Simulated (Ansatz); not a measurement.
`CC[O][GaH2]` + PH₃ → `[PH2][GaH2]` + ethanol at 298.15 K and 1 bar (ligand exchange at a Ga–O bond).

Gas-phase electronic energies from Ansatz, PBE0-D4/def2-TZVP geometries. CBS: MP2 limit from def2 TZ/QZ plus the TZ coupled-cluster correction, frozen cores. This one scheme is used for every species. For Ga outer-core shells are correlated without core-valence functions, which leaves a few kJ/mol of doubt a bond. Scalar relativity is left out up to krypton. Each species was taken in one conformer, which may not be the lowest.

| species | CCSD(T)/CBS energy (Eh) | H − E (kJ/mol) | S (J/(mol·K)) |
| --- | --- | --- | --- |
| `CC[O][GaH2]` | -2079.43172 | 238.8 | 336.4 |
| PH₃ | -342.72256 | 73.1 | 210.2 |
| `[PH2][GaH2]` | -2267.26620 | 94.5 | 289.3 |
| `CCO` | -154.88256 | 224.2 | 269.4 |

H − E and S are ideal-gas, rigid-rotor, harmonic terms from PBE0-D4/def2-TZVP, for one conformer and one mirror image of each species. 1 Eh = 2625.50 kJ/mol, R = 8.31446 J/(mol·K).

By hand: ΔE, ΔH, ΔS and ΔG.

ΔE = (-2267.26620) + (-154.88256) − (-2079.43172) − (-342.72256) = 0.00552 Eh = 14.5 kJ/mol. Δ(H − E) = 94.5 + 224.2 − 238.8 − 73.1 = 6.8, so ΔH = 21.3 kJ/mol. ΔS = 289.3 + 269.4 − 336.4 − 210.2 = 12.1 J/(mol·K). ΔG = 21.3 − 298.15 × (12.1)/1000 = 17.7 kJ/mol.

By hand: the equilibrium constant, and the temperature at which ΔG would vanish if ΔH and ΔS stayed fixed.

log₁₀ K = −ΔG/(RT ln 10) = -3.1. ΔG = 0 at ΔH/ΔS = 1760 K, though so small a ΔS makes that figure unsure.

The number of gas molecules stays the same, so ΔS is small and ΔH decides. A doubt of 5 kJ/mol in ΔE shifts log₁₀ K by 0.9 here. Other conformers and mirror images would add mixing entropy, several J/(mol·K) or more a flexible species. Modes under 60 cm⁻¹, often nearly free rotors, make the harmonic entropy too high. These are equilibria of isolated gas molecules and say nothing of rates. Largest T1 diagnostic: 0.014 (customary marks: 0.02 for closed shells, 0.045 for open ones).
